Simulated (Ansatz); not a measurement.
Gas-phase electronic energies from Ansatz, PBE0-D4/def2-TZVP geometries. CBS: MP2 limit from def2 TZ/QZ plus the TZ coupled-cluster correction, frozen cores. Functionals use def2-TZVPP. Elements past krypton have def2 core potentials. For Ge, In, Se outer-core shells are correlated without core-valence functions, which leaves a few kJ/mol of doubt a bond. Scalar relativity is left out up to krypton. Each species was taken in one conformer, which may not be the lowest.

Reaction (redistribution): `[Cl][InH][SeH]` + `C=[C]([AlH2])[GeH3]` → `[AlH2][InH][Cl]` + `C=[C]([GeH3])[SeH]`

`[Cl][InH][SeH]`:

```xyz
5

Cl   -1.118   -2.313    0.879
In    0.227   -0.498    0.310
Se   -1.081    1.232   -0.903
H     1.872   -0.520    0.747
H     0.099    2.098   -1.034
```

`C=[C]([AlH2])[GeH3]`:

Cartesian coordinates in Å:
```
C 0.135 1.562 0.183
C -0.016 0.258 -0.087
Al -0.627 -0.193 -1.875
Ge 0.382 -1.036 1.310
H 0.473 1.940 1.150
H -0.073 2.334 -0.560
H -0.899 1.014 -2.870
H -0.843 -1.702 -2.316
H 0.843 -0.298 2.583
H 1.492 -2.000 0.850
H -0.866 -1.879 1.633
```

`[AlH2][InH][Cl]`:

```xyz
6

Al   -0.700   -1.002    0.728
In    0.914    0.562   -0.692
Cl   -0.217    2.651   -0.804
H    -1.829   -1.845   -0.001
H    -0.574   -1.040    2.310
H     2.405    0.674   -1.541
```

`C=[C]([GeH3])[SeH]`:

Cartesian coordinates in Å:
```
C 0.888 1.451 -0.115
C 0.305 0.293 -0.411
Ge -0.806 -0.664 0.867
Se 0.444 -0.414 -2.176
H 1.505 1.997 -0.823
H 0.764 1.899 0.866
H -2.264 -0.674 0.384
H -0.696 0.034 2.233
H -0.310 -2.116 0.970
H 0.170 -1.806 -1.795
```

```
             level  ΔE (kJ/mol)  difference from CCSD(T)/CBS
            PBE-D4         92.5                        -17.2
           PBE0-D4        100.8                         -8.9
           ωB97X-V        107.3                         -2.4
           ωB97M-V        110.5                          0.8
            r2SCAN        105.1                         -4.6
              PBE0        101.3                         -8.4
     HF/def2-TZVPP        124.6                         14.9
SCS-MP2/def2-TZVPP        106.9                         -2.8
    MP2/def2-QZVPP        110.8                          1.1
SCS-MP2/def2-QZVPP        109.2                         -0.5
       CCSD(T)/CBS        109.7                            0
```

Largest T1 diagnostic among the species: 0.014.

From PBE to PBE0 (25 % exact exchange), in def2-TZVPP and without D4, ΔE moves by +8.1 kJ/mol. In def2-TZVPP, CCSD(T) changes the Hartree–Fock value by −18.9 kJ/mol (the triples alone add −0.8 kJ/mol) and MP2 by −16.2 kJ/mol.
